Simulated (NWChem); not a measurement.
System: BSiH₄OF; SMILES FBO[SiH3]

The following NWChem deck was run.

```
start job
memory heap 200 mb stack 900 mb global 1100 mb
geometry units angstroms noautosym nocenter noautoz
  B     -0.250896     1.186600     0.722401
  F      1.017239     1.506768     0.472635
  H     -0.916141     1.924922     1.403915
  O     -0.765585     0.055380     0.215577
  Si    -0.116501    -1.163792    -0.752369
  H     -1.207108    -2.150018    -0.969446
  H      1.030335    -1.808268    -0.052453
  H      0.329120    -0.592206    -2.054359
end
basis spherical
  B library def2-tzvp
  F library def2-tzvp
  H library def2-tzvp
  O library def2-tzvp
  Si library def2-tzvp
end
dft
  xc xpbe96 cpbe96
  iterations 150
end
property
  efieldgrad
end
task dft property
```

Excerpt of the output:

```
             Northwest Computational Chemistry Package (NWChem) 7.3.0
             --------------------------------------------------------

                             Geometry "geometry" -> ""
                             -------------------------

 Output coordinates in angstroms (scale by  1.889725989 to convert to a.u.)

  No.       Tag          Charge          X              Y              Z
 ---- ---------------- ---------- -------------- -------------- --------------
    1 B                    5.0000    -0.25089600     1.18660000     0.72240100
    2 F                    9.0000     1.01723900     1.50676800     0.47263500
    3 H                    1.0000    -0.91614100     1.92492200     1.40391500
    4 O                    8.0000    -0.76558500     0.05538000     0.21557700
    5 Si                  14.0000    -0.11650100    -1.16379200    -0.75236900
    6 H                    1.0000    -1.20710800    -2.15001800    -0.96944600
    7 H                    1.0000     1.03033500    -1.80826800    -0.05245300
    8 H                    1.0000     0.32912000    -0.59220600    -2.05435900

 Effective nuclear repulsion energy (a.u.)     154.9806660939

  pbe96 is a nonlocal functional; adding pw91lda local functional.
                              NWChem Property Module
                              ----------------------

  itol2e modified to match energy
  convergence criterion.

                                 NWChem DFT Module
                                 -----------------

 Summary of "ao basis" -> "ao basis" (spherical)
 ------------------------------------------------------------------------------
       Tag                 Description            Shells   Functions and Types
 ---------------- ------------------------------  ------  ---------------------
 B                         def2-tzvp                11       31   5s3p2d1f
 F                         def2-tzvp                11       31   5s3p2d1f
 H                         def2-tzvp                 4        6   3s1p
 O                         def2-tzvp                11       31   5s3p2d1f
 Si                        def2-tzvp                13       37   5s5p2d1f

  itol2e modified to match energy
  convergence criterion.

            General Information
            -------------------
          SCF calculation type: DFT
          Wavefunction type:  closed shell.
          No. of atoms     :     8
          No. of electrons :    40
           Alpha electrons :    20
            Beta electrons :    20
          Charge           :     0
          Spin multiplicity:     1
          Use of symmetry is: off; symmetry adaption is: off
          Maximum number of iterations: 150
          AO basis - number of functions:   154
                     number of shells:    62
          Convergence on energy requested:  1.00D-07
          Convergence on density requested:  1.00D-05
          Convergence on gradient requested:  5.00D-04

              XC Information
              --------------
          PerdewBurkeErnzerhof Exchange Functional  1.000
            Perdew 1991 LDA Correlation Functional  1.000 local
           PerdewBurkeErnz. Correlation Functional  1.000 non-local

             Grid Information
             ----------------
          Grid used for XC integration:  fine
          Radial quadrature: Mura-Knowles
          Angular quadrature: Lebedev.
          Tag              B.-S. Rad. Rad. Pts. Rad. Cut. Ang. Pts.
          ---              ---------- --------- --------- ---------
          B                   0.85       70          11.0       590
          F                   0.50       70          12.0       590
          H                   0.35       60          12.0       590
          O                   0.60       70           9.0       590
          Si                  1.10      123          11.0       770
          Grid pruning is: on
          Number of quadrature shells:   573
          Spatial weights used:  Erf1

      Superposition of Atomic Density Guess
      -------------------------------------

 Sum of atomic energies:        -489.57174577

      Non-variational initial energy
      ------------------------------

 Total energy =    -490.803487
 1-e energy   =    -984.981615
 2-e energy   =     339.197461
 HOMO         =      -0.407538
 LUMO         =       0.030616

   convergence    iter        energy       DeltaE   RMS-Dens  Diis-err
 ---------------- ----- ----------------- --------- --------- ---------
 d= 0,ls=0.0,diis     1   -491.5628557003 -6.47D+02  7.02D-03  1.34D+00
 d= 0,ls=0.0,diis     2   -491.4000449733  1.63D-01  4.37D-03  3.07D+00
 d= 0,ls=0.0,diis     3   -491.6584633713 -2.58D-01  1.20D-03  1.51D-01
 d= 0,ls=0.0,diis     4   -491.6674311596 -8.97D-03  5.36D-04  3.74D-02
 d= 0,ls=0.0,diis     5   -491.6704914841 -3.06D-03  1.84D-04  4.37D-03
  Resetting Diis
 d= 0,ls=0.0,diis     6   -491.6708517547 -3.60D-04  4.85D-05  1.21D-04
 d= 0,ls=0.0,diis     7   -491.6708641823 -1.24D-05  7.04D-06  1.38D-06
 d= 0,ls=0.0,diis     8   -491.6708641879 -5.67D-09  4.00D-06  1.37D-06

         Total DFT energy =     -491.670864187937
      One electron energy =     -987.988691746402
           Coulomb energy =      386.556649176536
    Exchange-Corr. energy =      -45.219487711962
 Nuclear repulsion energy =      154.980666093891

 Numeric. integr. density =       39.999999025161

                       DFT Final Molecular Orbital Analysis
                       ------------------------------------

 Vector   18  Occ=2.000000D+00  E=-3.170678D-01
              MO Center= -2.6D-01,  1.0D+00,  6.1D-01, r^2= 3.7D+00
   Bfn.  Coefficient  Atom+Function         Bfn.  Coefficient  Atom+Function
  ----- ------------  ---------------      ----- ------------  ---------------
    38      0.216800  2 F  py                64     -0.213301  3 H  s
    41      0.173462  2 F  py                39      0.164223  2 F  pz
    65     -0.160026  3 H  s                 63     -0.148981  3 H  s
     7     -0.139856  1 B  py                42      0.129917  2 F  pz
    44      0.126328  2 F  py                75      0.126958  4 O  py

 Vector   19  Occ=2.000000D+00  E=-2.999038D-01
              MO Center=  1.2D-01, -7.0D-01, -5.5D-01, r^2= 2.9D+00
   Bfn.  Coefficient  Atom+Function         Bfn.  Coefficient  Atom+Function
  ----- ------------  ---------------      ----- ------------  ---------------
    76      0.221281  4 O  pz               144     -0.192500  7 H  s
   150      0.192494  8 H  s                 79      0.185535  4 O  pz
   116     -0.180458  5 Si pz               145     -0.145827  7 H  s
   151      0.145823  8 H  s                 75     -0.134411  4 O  py
    82      0.123036  4 O  pz               143     -0.123464  7 H  s

 Vector   20  Occ=2.000000D+00  E=-2.938674D-01
              MO Center= -4.7D-01, -4.7D-01, -2.1D-01, r^2= 3.6D+00
   Bfn.  Coefficient  Atom+Function         Bfn.  Coefficient  Atom+Function
  ----- ------------  ---------------      ----- ------------  ---------------
    74      0.294721  4 O  px                77      0.244410  4 O  px
   114     -0.183067  5 Si px               138      0.167214  6 H  s
    80      0.157773  4 O  px               139      0.126077  6 H  s
   144     -0.114740  7 H  s                150     -0.114751  8 H  s
   137      0.106108  6 H  s                 37      0.102281  2 F  px

[...]

          -----------------------
          Electric field gradient
          -----------------------

 1 a.u. = 0.324123 10**(16) esu/cm**3  ( or statvolts/cm**2 ) = 0.97174 10**(22) v/m**2

 ------------------------------------------------------------
   Atom      X         Y         Z
 ------------------------------------------------------------
    1 B   -0.47412   2.24235   1.36514
 ------------------------------------------------------------

 Electric field gradient in molecular frame (a.u.)
         XX             YY             ZZ             XY             XZ             YZ
 ------------------------------------------------------------------------------------------
        0.064935       0.077468      -0.142403       0.002851      -0.143505       0.258447

 Principal components (a.u.) and orientation
 of principal axis w.r.t. absolute frame                      Asymmetry parameter eta
 --------------------------------------------------------------------------------------
       -0.349660       0.279465       0.070195                       0.598493

        0.286824      -0.374054       0.881938
       -0.497338       0.728696       0.470804
        0.818771       0.573660      -0.022976

 ------------------------------------------------------------
   Atom      X         Y         Z
 ------------------------------------------------------------
    2 F    1.92230   2.84738   0.89315
 ------------------------------------------------------------

 Electric field gradient in molecular frame (a.u.)
         XX             YY             ZZ             XY             XZ             YZ
 ------------------------------------------------------------------------------------------
       -1.057780       0.736348       0.321432      -0.350304       0.178775       0.533566

 Principal components (a.u.) and orientation
 of principal axis w.r.t. absolute frame                      Asymmetry parameter eta
 --------------------------------------------------------------------------------------
       -1.178406       1.118445       0.059961                       0.898234

        0.953713      -0.090346       0.286824
        0.228846       0.836830      -0.497338
       -0.195091       0.539956       0.818772

 ------------------------------------------------------------
   Atom      X         Y         Z
 ------------------------------------------------------------
    3 H   -1.73126   3.63758   2.65301
 ------------------------------------------------------------

 Electric field gradient in molecular frame (a.u.)
         XX             YY             ZZ             XY             XZ             YZ
 ------------------------------------------------------------------------------------------
        0.008834      -0.011539       0.002705       0.097471       0.088749      -0.097746

 Principal components (a.u.) and orientation
 of principal axis w.r.t. absolute frame                      Asymmetry parameter eta
 --------------------------------------------------------------------------------------
       -0.189869       0.096701       0.093168                       0.018608

       -0.552813       0.782388       0.286822
        0.612094       0.614812      -0.497340
        0.565454       0.099374       0.818771

 ------------------------------------------------------------
   Atom      X         Y         Z
 ------------------------------------------------------------
    4 O   -1.44675   0.10465   0.40738
 ------------------------------------------------------------

 Electric field gradient in molecular frame (a.u.)
         XX             YY             ZZ             XY             XZ             YZ
 ------------------------------------------------------------------------------------------
        0.610807      -0.525743      -0.085064       0.120653      -0.081890      -0.463559

 Principal components (a.u.) and orientation
 of principal axis w.r.t. absolute frame                      Asymmetry parameter eta
 --------------------------------------------------------------------------------------
       -0.821063       0.653235       0.167828                       0.591194

       -0.041146       0.957100       0.286821
        0.847495       0.185476      -0.497343
        0.529206      -0.222615       0.818770

 ------------------------------------------------------------
   Atom      X         Y         Z
 ------------------------------------------------------------
    5 Si  -0.22015  -2.19925  -1.42177
 ------------------------------------------------------------

 Electric field gradient in molecular frame (a.u.)
         XX             YY             ZZ             XY             XZ             YZ
 ------------------------------------------------------------------------------------------
        0.167418      -0.167512       0.000093       0.250342       0.195347      -0.366191

 Principal components (a.u.) and orientation
 of principal axis w.r.t. absolute frame                      Asymmetry parameter eta
 --------------------------------------------------------------------------------------
       -0.592110       0.301147       0.290963                       0.017199

       -0.385710       0.876942       0.286708
        0.722386       0.480355      -0.497411
        0.573922      -0.015258       0.818768

 ------------------------------------------------------------
   Atom      X         Y         Z
 ------------------------------------------------------------
    6 H   -2.28110  -4.06294  -1.83199
 ------------------------------------------------------------

 Electric field gradient in molecular frame (a.u.)
         XX             YY             ZZ             XY             XZ             YZ
 ------------------------------------------------------------------------------------------
       -0.044722      -0.024830       0.069552      -0.106175      -0.021944      -0.024522

 Principal components (a.u.) and orientation
 of principal axis w.r.t. absolute frame                      Asymmetry parameter eta
 --------------------------------------------------------------------------------------
       -0.146380       0.076762       0.069618                       0.048802

        0.729435       0.286790      -0.621028
        0.667418      -0.497362       0.554242
        0.149924       0.818769       0.554202

 ------------------------------------------------------------
   Atom      X         Y         Z
 ------------------------------------------------------------
    7 H    1.94705  -3.41713  -0.09912
 ------------------------------------------------------------

 Electric field gradient in molecular frame (a.u.)
         XX             YY             ZZ             XY             XZ             YZ
 ------------------------------------------------------------------------------------------
       -0.054417       0.031383       0.023034       0.074161      -0.078509       0.041326

 Principal components (a.u.) and orientation
 of principal axis w.r.t. absolute frame                      Asymmetry parameter eta
 --------------------------------------------------------------------------------------
       -0.144205       0.075770       0.068435                       0.050864

        0.768946       0.626329      -0.128197
       -0.435031       0.659553       0.612974
        0.468476      -0.415574       0.779633

 ------------------------------------------------------------
   Atom      X         Y         Z
 ------------------------------------------------------------
    8 H    0.62195  -1.11911  -3.88218
 ------------------------------------------------------------

 Electric field gradient in molecular frame (a.u.)
         XX             YY             ZZ             XY             XZ             YZ
 ------------------------------------------------------------------------------------------
        0.055538       0.037771      -0.093309      -0.023023       0.058071       0.071404

 Principal components (a.u.) and orientation
 of principal axis w.r.t. absolute frame                      Asymmetry parameter eta
 --------------------------------------------------------------------------------------
       -0.144205       0.075770       0.068435                       0.050864

       -0.298336       0.906619      -0.298392
       -0.381110       0.173473       0.908109
        0.875072       0.384642       0.293768
```

Level: PBE/def2-TZVP. Structure relaxed at the PBE0/def2-SVP level. NWChem prints the field gradient with the sign opposite to the second derivative of the potential.
